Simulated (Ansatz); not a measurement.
Cost and result up the ladder for (BeTe)4 cube (Be4Te4) (8 atoms). Total charge 0; singlet. Geometry: PBE-D4/def2-SVP.

```xyz
8

Be   -0.148    1.393    0.580
Te   -1.517   -0.072    1.915
Be    0.564   -0.930    1.056
Te    2.187    0.818    0.723
Be    0.941    0.045   -1.188
Te   -0.909    1.499   -1.703
Be   -1.357   -0.508   -0.449
Te    0.239   -2.245   -0.935
```

Ansatz on 4 threads of Arm Neoverse V2 on a shared host. Times are rough, and most runs start from the orbitals of an earlier one. ωB97M-V/def2-TZVP serves as the yardstick here, not as an exact answer. Differences are given only for rows in sets of like size (and for xTB, whose basis is part of the method), since another set adds its own error. Binding counts from free atoms at the same level (Be singlet, Te triplet; other spins of the atoms weren't run), without zero-point energy or a counterpoise term.

In the def2 sets Te takes a core potential; there is no spin–orbit coupling. LC-ωPBE has ω = 0.4 bohr⁻¹. B3LYP takes the VWN-RPA correlation. Correlated methods freeze 16 core orbitals; core or outer-core shells of Te are correlated, in sets that lack core-valence functions. The rows differ in basis, and correlated rows in double-zeta sets carry the largest basis error.

Correlated methods converge slowly with the basis, most of all in double-zeta sets.

| level | functions | wall time | binding energy per atom (eV) | difference from ωB97M-V/def2-TZVP (eV) |
| --- | --- | --- | --- | --- |
| PBE-D4/def2-SVP | 140 | 2.7 s | 3.07 | – |
| PBE0-D4/def2-SVP | 140 | 4.1 s | 3.01 | – |
| PBE-D4/def2-TZVP | 276 | 6 s | 3.05 | 0.27 |
| LC-ωPBE/def2-TZVP | 276 | 6.5 s | 2.85 | 0.07 |
| PBE-D4/def2-TZVPD | 324 | 8 s | 3.05 | 0.27 |
| B3LYP-D4/def2-TZVP | 276 | 9.5 s | 2.81 | 0.02 |
| MP2/def2-TZVP | 276 | 11 s | 2.90 | 0.12 |
| r2SCAN-D4/def2-TZVP | 276 | 13 s | 2.98 | 0.19 |
| PBE0-D4/def2-TZVP (with forces) | 276 | 14 s | 3.00 | 0.21 |
| PBE0-D4/def2-TZVPD | 324 | 15 s | 3.00 | 0.21 |
| B3LYP-D4/def2-TZVPD | 324 | 16 s | 2.81 | 0.02 |
| RPA@PBE/def2-TZVP | 276 | 20 s | 2.33 | -0.45 |
| ωB97M-V/def2-TZVP | 276 | 25 s | 2.79 | 0.00 |
| CCSD(T)/def2-SVP | 140 | 71 s | 2.27 | – |
